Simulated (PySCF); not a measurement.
Peak assignment

Bonds (- single, = double, # triple, : aromatic): C1#C2, C2-P3, P3-Al4, P3-C5, C5-C6, C6-O7, O7-C8, C8-C9, C9-P3. C1 carries H10; Al4 carries H11, H12, H13; C5 carries H14, H15; C6 carries H16, H17; C8 carries H18, H19; C9 carries H20, H21. Formal charges: P3 +1, Al4 -1.

All values are calculated (PySCF 2.14): NMR shieldings at B3LYP/pcSseg-1/GIAO, geometry: PBE0-D3(BJ)/def2-SVP. In vacuum, non-relativistic Hamiltonian, one computed conformer, averaged over atoms made equivalent by symmetry, fast rotation or ring inversion.

Referencing at the same level of theory: ¹³C, ¹H against TMS.

(1) Assign these signals to the numbered atoms. ¹³C{¹H} NMR (computed): δ 103.1 (CH), 78.8 (C), 66.8 (CH2), 28.1 (CH2).

(2) Assign these signals to the numbered atoms. ¹H NMR (600 MHz, computed): δ 4.07 (m, 2H), 3.79 (br, 3H), 3.67 (m, 2H), 2.90 (m, 1H), 2.02 (m, 2H), 1.68 (m, 2H).

Answers

(1) 
| δ (ppm) | atoms | environment | reason |
| --- | --- | --- | --- |
| 103.1 | C1 | terminal alkyne carbon | sp carbons lie upfield of alkene carbons because the cylindrical π system leaves one tensor component strongly shielded |
| 78.8 | C2 | alkyne carbon | sp carbons lie upfield of alkene carbons because the cylindrical π system leaves one tensor component strongly shielded |
| 66.8 | C6/C8 | sp3 CH2 bonded to O | pulled downfield by the heteroatom |
| 28.1 | C5/C9 | sp3 CH2 bonded to P | – |

(2) 
```tsv
δ (ppm)	atoms	environment	reason
4.07	H17/H18	hydrogen on an sp3 CH2 bonded to O	its carbon carries O, which withdraws density
3.79	H11/H12/H13	hydrogen on an aluminium bonded to P	–
3.67	H16/H19	hydrogen on an sp3 CH2 bonded to O	its carbon carries O, an electronegative neighbour
2.90	H10	hydrogen on a terminal alkyne carbon	it lies on the axis of the triple bond, in its shielding cone
2.02	H14/H20	hydrogen on an sp3 CH2 bonded to P	–
1.68	H15/H21	hydrogen on an sp3 CH2 bonded to P	–
```

Hydrides on Al or Ga are broadened by the quadrupolar metal nucleus. Splittings by ³¹P in the carbon and heteronuclear signals aren't shown, as no couplings were computed. Shifts are as computed. Against solution values, carbons near 30 ppm lie about +2 ppm off and those near 130 ppm about +6 ppm. Of 1313 compounds with measured shifts, 239 miss one by over three times the rms of a fit or turn the order of signals round; such compounds aren't used in these exercises. Multiplicities follow the n + 1 count of equivalent neighbours, as no J values were calculated; m marks all less simple cases, F and P coupling included.
